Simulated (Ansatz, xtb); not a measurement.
## A geometry optimisation of C2H2F2I with r2SCAN-D4/def2-SVP

The starting geometry of this gas-phase doublet was built from a drawn formula by distance geometry and a force field; its bonds are those of `[CH2]C(F)(F)I`.

```json
{"atom": "C", "x (Å)": "-1.1360", "y (Å)": "1.1277", "z (Å)": "-0.2246"}
{"atom": "C", "x (Å)": "-1.9311", "y (Å)": "-0.0094", "z (Å)": "0.1047"}
{"atom": "F", "x (Å)": "-1.2379", "y (Å)": "-1.1398", "z (Å)": "0.1881"}
{"atom": "F", "x (Å)": "-2.5158", "y (Å)": "0.2091", "z (Å)": "1.3622"}
{"atom": "I", "x (Å)": "-3.4930", "y (Å)": "-0.2822", "z (Å)": "-1.3132"}
{"atom": "H", "x (Å)": "-0.2467", "y (Å)": "0.9596", "z (Å)": "-0.8648"}
{"atom": "H", "x (Å)": "-1.3602", "y (Å)": "2.1375", "z (Å)": "0.1475"}
```

Q: Predict what it relaxes into with r2SCAN-D4/def2-SVP.

A: A bond breaks, giving a structure given below by its coordinates. Contacts that open: C2–I5 (2.13 → 3.30 Å).

The energy falls by 0.55 eV over 21 steps:

```
step  E − E(last) (eV)
   1             0.546
   3             0.321
   5             0.304
   8             0.301
  10             0.276
  12             0.088
  14             0.034
  17             0.003
  19             0.000
  21             0.000
```

Final geometry (Å):

```xyz
7

C    -1.3382    0.9634   -0.2927
C    -1.5145   -0.0093    0.6326
F    -1.0066   -1.2065    0.5453
F    -2.2831    0.1046    1.6794
I    -3.4595    0.3782   -2.0048
H    -0.5990    0.8105   -1.0781
H    -1.7200    1.9616   -0.0818
```

From the same start GFN2-xTB reaches the same bonding as this run.

The end wasn't checked by frequencies. Open shells are spin-unrestricted. Atoms past krypton carry core potentials, without spin–orbit terms. Run with Ansatz 0.2.0, 2.4 min on 2 threads of Arm Neoverse V1, on a shared host.
